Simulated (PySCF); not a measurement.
# How methods differ on the interval between two levels of Pt

Pt [Xe] 4f14 5d9 6s1 [3D3, M_J = 3] → Pt [Xe] 4f14 5d9 6p1 [3F4, M_J = 4], as a difference of total energies. Calculation: PySCF 2.14, in x2c-SVPall-2c with one added diffuse shell each of s, d type (8s9p10d2f, 99 functions); the two-component X2C-1e Hamiltonian. Correlated levels: [Kr] 4d10 4f14 frozen; the 22 highest virtual spinors dropped. "Screened" scales the spin-orbit matrix elements by Boettger's factors to mimic the two-electron term; Breit and QED terms are absent.

```csv
method,interval between two levels (cm⁻¹)
GHF (screened spin-orbit),30683
GMP2 (screened spin-orbit),39480
```

Errors of the correlated levels include the incompleteness of this basis and the frozen core.

The labels give the starting determinants; with spin-orbit coupling the two ends relaxed to ⟨J²⟩ = 12.03, ⟨L²⟩ = 6.16, ⟨S²⟩ = 2.14 and ⟨J²⟩ = 28.31, ⟨L²⟩ = 14.77, ⟨S²⟩ = 4.49.

The determinant of the upper state mixes levels of different J (the jj label is only the starting occupation), so the difference between spin-free and spin-orbit rows is not the physical spin-orbit shift.

For comparison: 37591 cm⁻¹ (measured; NIST Handbook of Basic Atomic Spectroscopic Data (Sansonetti and Martin, J. Phys. Chem. Ref. Data 34, 1559 (2005))).
